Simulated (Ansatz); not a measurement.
Gas-phase electronic energies from Ansatz, PBE0-D4/def2-TZVP geometries. CCSD(T)/CBS is the MP2 limit (def2-TZVPP, def2-QZVPP) plus CCSD(T) − MP2 in def2-TZVPP, frozen cores. This one scheme is used for every species. Functionals use def2-TZVPP. Each species was taken in one conformer, which may not be the lowest.

Reaction (cleavage of the Si–Si bond): `C[Si@H](O)[Si@H](O)F` + `N[SiH3]` → `O[SiH](F)N[SiH3]` + `C[SiH2]O`

CCSD(T)/CBS gives -1.07 eV.

(1) Another level gave -0.81 eV. Which?
A. PBE0/def2-TZVPP
B. MP2/def2-TZVPP
C. PBE-D4/def2-TZVPP
D. r2SCAN-D4/def2-TZVPP

Largest T1 diagnostic among the species: 0.012.

Results:

(1) C. PBE-D4 -0.81, r2SCAN-D4 -1.01, MP2/def2-TZVPP -1.15, PBE0 -0.91 eV.

In def2-TZVPP, CCSD(T) changes the Hartree–Fock value by +0.15 eV (the triples alone add +0.02 eV) and MP2 by +0.09 eV. From PBE to PBE0 (25 % exact exchange), in def2-TZVPP and without D4, ΔE moves by −0.10 eV.
